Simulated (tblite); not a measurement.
Compound: C8H13OP.
Atom-mapped SMILES: `[CH3:1][C:2]#[C:3][P:4]([CH2:5][CH3:6])[CH2:7][C:8]([CH3:9])=[O:10]` (hydrogens: H11, H12, H13 on C1; H14, H15 on C5; H16, H17, H18 on C6; H19, H20 on C7; H21, H22, H23 on C9)

Structure optimised with GFN2-xTB, isolated species.

Question: What internal coordinates does the optimisation give?

Answer: 
| bond | length (pm) |
| --- | --- |
| C1–C2 | 144.5 |
| C2≡C3 | 120.6 |
| C3–P4 | 176.4 |
| P4–C5 | 186.5 |
| C5–C6 | 152.2 |
| P4–C7 | 189.0 |
| C7–C8 | 149.7 |
| C8–C9 | 150.6 |
| C8=O10 | 120.8 |
| C1–H11, C1–H12, C1–H13 | 109.0 |
| C5–H14, C5–H15 | 109.5 |
| C6–H16, C6–H17, C6–H18 | 108.8 |
| C7–H19, C7–H20 | 109.1 |
| C9–H21, C9–H22, C9–H23 | 108.8 |

Bonds in one row agree within 1 pm and their mean is given. A selection of angles:
| angle | degrees |
| --- | --- |
| C1–C2–C3 | 177.2 |
| C2–C3–P4 | 173.2 |
| C3–P4–C5 | 98.4 |
| C3–P4–C7 | 96.2 |
| C5–P4–C7 | 100.5 |
| P4–C5–C6 | 116.3 |
| P4–C7–C8 | 108.6 |
| C7–C8–C9 | 114.3 |
| C7–C8–O10 | 122.5 |
| C9–C8–O10 | 123.1 |

Torsions: C3–P4–C5–C6 -52° (synclinal); C3–P4–C7–C8 162° (antiperiplanar); P4–C7–C8–C9 72° (synclinal). The mirror-image conformer, all signs reversed, is as good.

The C–C distances run from 1.206 Å (C2≡C3, drawn triple) to 1.522 Å (C5–C6, drawn single), a spread of 0.316 Å. The C–P distances run from 1.764 Å (C3–P4, drawn single) to 1.890 Å (P4–C7, drawn single), a spread of 0.126 Å. Of the pairs four or more bonds apart, C3···H18 is among the closest relative to their van der Waals radii: 2.62 Å, 90 % of the sum of Bondi's values. P4 (phosphine phosphorus) is pyramidal (angles 100.5°, 98.4° and 96.2°, sum 295.2°, 0.89 Å off the plane of its three neighbours).

Point group: C1 (no symmetry element, even within 0.4 Å). Its GFN2-xTB frequencies are all real (lowest 18 cm⁻¹). One conformer, not necessarily the lowest.

The numbers are calculated, not measured.
